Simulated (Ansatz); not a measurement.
Reactions of C2H7GaTe, SMILES `[CH3][Ga]([CH3])[TeH]`.

Program: Ansatz. Geometries: PBE0-D4/def2-TZVP. ΔE: electronic, gas phase. CCSD(T)/CBS is the MP2 limit (def2-TZVPP, def2-QZVPP) plus CCSD(T) − MP2 in def2-TZVPP, frozen cores. This one scheme is used for every species, atoms too. Functionals use def2-TZVPP. No spin–orbit coupling; open shells (•) take unrestricted orbitals. Spin–orbit coupling would lower the free atoms: a little for C; clearly for Ga; strongly for Te. def2 core potentials past Kr. For Ga, Se, Te outer-core shells are correlated without core-valence functions, so the limit isn't a true one: a few kJ/mol of doubt a bond, and 10 to 20 or more in all where bonds break to atoms. Scalar relativity is left out up to krypton. Each species was taken in one conformer, which may not be the lowest.

| reaction | HF/CBS(def2) (eV) | ωB97M-V (eV) | CCSD/CBS(def2) (eV) | CCSD(T)/CBS(def2) (eV) |
| --- | --- | --- | --- | --- |
| `[CH3][Ga]([CH3])[TeH]` + silanol → `[CH3][Ga]([CH3])[O][SiH3]` + H₂Te | 0.23 | 0.30 | 0.34 | 0.35 |
| `[CH3][Ga]([CH3])[TeH]` + `N[SiH3]` → `N[SiH2][TeH]` + `[CH3][GaH][CH3]` | 0.70 | 0.61 | 0.67 | 0.67 |
| `[CH3][Ga]([CH3])[TeH]` + `C[SiH]1[O][AlH]1` → `C[SiH]1[O][Al]1[TeH]` + `[CH3][GaH][CH3]` | 0.10 | 0.08 | 0.10 | 0.09 |
| `[CH3][Ga]([CH3])[TeH]` + `[CH3][Ga]([CH3])[OH]` → `[CH3][Ga]([CH3])[O][Ga]([CH3])[CH3]` + H₂Te | 0.50 | 0.51 | 0.54 | 0.53 |
| `[CH3][Ga]([CH3])[TeH]` → 2 C• + Ga• + 7 H• + Te• | 27.88 | 37.35 | 37.26 | 37.75 |
| `[CH3][Ga]([CH3])[TeH]` + H–F → `[CH3][Ga]([CH3])[F]` + H₂Te | -0.04 | 0.08 | 0.21 | 0.24 |
| `[CH3][Ga]([CH3])[TeH]` + H₂O → `[CH3][Ga]([CH3])[OH]` + H₂Te | 0.48 | 0.50 | 0.58 | 0.59 |
| `[CH3][Ga]([CH3])[TeH]` + H₂ → H₂Te + `[CH3][GaH][CH3]` | 0.92 | 1.08 | 1.15 | 1.21 |
| `[CH3][Ga]([CH3])[TeH]` + `C#CC[SeH]` → `C#CC[TeH]` + `[CH3][Ga]([CH3])[SeH]` | -0.07 | -0.09 | -0.10 | -0.11 |
| `[CH3][Ga]([CH3])[TeH]` + `O=CC(O)F` → `O=CC(F)[TeH]` + `[CH3][Ga]([CH3])[OH]` | 0.73 | 0.56 | 0.50 | 0.47 |

Largest T1 diagnostic: 0.015, for `C[SiH]1[O][AlH]1`.
